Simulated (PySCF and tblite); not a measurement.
Values are calculated unless marked as measured or tabulated.
C6H6BrNO, numbered as in [CH3:1][C:2](=[O:3])[c:4]1[cH:5][nH:6][cH:7][c:8]1[Br:9]. Search: ETKDG and KDG, MMFF94s, GFN2-xTB, 60 starts; geometries at GFN2-xTB. Weights use B3LYP-D3(BJ)/def2-SVP (IEF-PCM, chloroform) energies plus GFN2-xTB zero-point and thermal terms (modes under about 100 cm⁻¹ blended into free rotors). Symmetry numbers and mirror images are counted. Conformers within 2.5 kcal/mol (GFN2-xTB free energy) were kept, 2 at most. GIAO shieldings: WP04/pcSseg-1 (IEF-PCM, chloroform). Shifts are against TMS (¹H), TMS (¹³C) at the same level. (PySCF 2.14, tblite 0.8.)

Torsions listed: O3–C2–C4–C5.

```tsv
conformer	shape	point group	mirror pair	ΔE(DFT)	Δ(G−E) at 298.15 K	δ H5 (ppm)
1	0°	Cs	no	0.00	0.00	7.55
2	180°	Cs	no	0.94	-0.30	7.27
```

Energies in kcal/mol; the thermal term leaves out symmetry numbers and mirror images.

(1) Work out the weights at 298.15 K and the ¹H shift of H5 under fast exchange.

Spin–orbit effects of the heavy atoms on shieldings are missing.

## Answers

(1) RT = 0.592 kcal/mol. Each conformer gets RT ln(σ/g), with σ the rotational symmetry number and g = 2 for a mirror pair: 1: σ = 1, g = 1, G = 0.00 + 0.00 + 0.00 = 0.00, 0.00 above the lowest, exp(−ΔG/RT) = 1.000; 2: σ = 1, g = 1, G = 0.94 − 0.30 + 0.00 = 0.64, 0.64 above the lowest, exp(−ΔG/RT) = 0.342. The sum is 1.342, so the weights are 74.5, 25.5 %. The averaged shift is 7.48 ppm. At 298.15 K the leading conformer alone gives 7.55 ppm and bare DFT energies give 7.50 ppm.
